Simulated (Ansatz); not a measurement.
Frontier orbitals of C3H5ClSi (`ClC1=CC[SiH2]1`).

```csv
atom,x (Å),y (Å),z (Å)
Cl1,-2.524,1.440,-0.340
C2,-1.051,0.597,-0.143
C3,-0.086,0.832,0.759
C4,1.008,-0.189,0.516
Si5,-0.106,-0.823,-0.883
H6,-0.074,1.604,1.527
H7,1.965,0.249,0.223
H8,1.175,-0.867,1.356
H9,0.384,-0.663,-2.278
H10,-0.691,-2.182,-0.735
```

Charge 0, multiplicity 1. The structure was optimised at the PBE0-D4/def2-TZVP level. Basis def2-TZVPP, Ansatz.

| functional | HOMO (eV) | LUMO (eV) | gap (eV) |
| --- | --- | --- | --- |
| LDA (SPW92) | -6.35 | -1.62 | 4.73 |
| PBE | -6.21 | -1.41 | 4.80 |
| revPBE | -6.16 | -1.32 | 4.84 |
| PBE0 | -7.34 | -0.41 | 6.93 |
| r2SCANh | -6.84 | -0.85 | 5.99 |
| ωB97M-V | -9.47 | 1.62 | 11.09 |

Against PBE, PBE0 changes HOMO and LUMO by −1.12 and +0.99 eV, ωB97M-V by −3.26 and +3.03 eV. A gap of 4.81 eV thus becomes 11.09 eV for the same molecule, so an orbital gap means little without its functional. A positive LUMO is unbound and depends on the basis.
